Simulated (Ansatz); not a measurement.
Consider the redistribution: `CCBBO` + `BC(=C)S` → `CCBS` + `BC(=C)BO`.

Isolated molecules relaxed with PBE0-D4/def2-TZVP in Ansatz; ΔE leaves out vibrations. CBS: MP2 limit from def2 TZ/QZ plus the TZ coupled-cluster correction, frozen cores. This one scheme is used for every species. Functionals use def2-TZVPP. Each species was taken in one conformer, which may not be the lowest.

CCSD(T)/CBS gives -182.7 kJ/mol.

Another level gave -179.2 kJ/mol. Which?
A. PBE/def2-TZVPP
B. SCS-MP2/def2-TZVPP
C. r2SCAN-D4/def2-TZVPP
D. MP2/def2-TZVPP

C. r2SCAN-D4 -179.2, SCS-MP2/def2-TZVPP -185.4, PBE -172.3, MP2/def2-TZVPP -190.1 kJ/mol.

Largest T1 diagnostic among the species: 0.013.

From PBE to PBE0 (25 % exact exchange), in def2-TZVPP and without D4, ΔE moves by −6.1 kJ/mol.
